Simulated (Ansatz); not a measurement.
Gas-phase electronic energies from Ansatz, PBE0-D4/def2-TZVP geometries. CCSD(T)/CBS adds triple-zeta CCSD(T) − MP2 to the extrapolated MP2 energy (def2 sets, frozen cores). This one scheme is used for every species. DFT in def2-TZVPP. B3LYP here is the variant with VWN-RPA as its local correlation; programs differ in this. One conformer a species, not always the lowest.

Consider the hydrogenolysis of a B–Cl bond: `BCB(C)Cl` + H₂ → `BCBC` + HCl.

```csv
species,B3LYP energy (Eh)
`BCB(C)Cl`,-590.45376
H₂,-1.18000
`BCBC`,-130.76884
HCl,-460.83627
```

Question: Work out ΔE.

Answer: ΔE = (-130.76884) + (-460.83627) − (-590.45376) − (-1.18000) = 0.02865 Eh = +18.0 kcal/mol. CCSD(T)/CBS gives +20.2 kcal/mol.

Largest T1 diagnostic among the species: 0.011.

The D4 term adds +2.2 kcal/mol with B3LYP and +1.2 kcal/mol with PBE0; it sums over pairs of atoms, weighted by their polarisabilities, and B3LYP, whose exchange is more repulsive, gets the larger term. In def2-TZVPP, CCSD(T) changes the Hartree–Fock value by +4.4 kcal/mol (the triples alone add +1.3 kcal/mol) and MP2 by +6.6 kcal/mol.
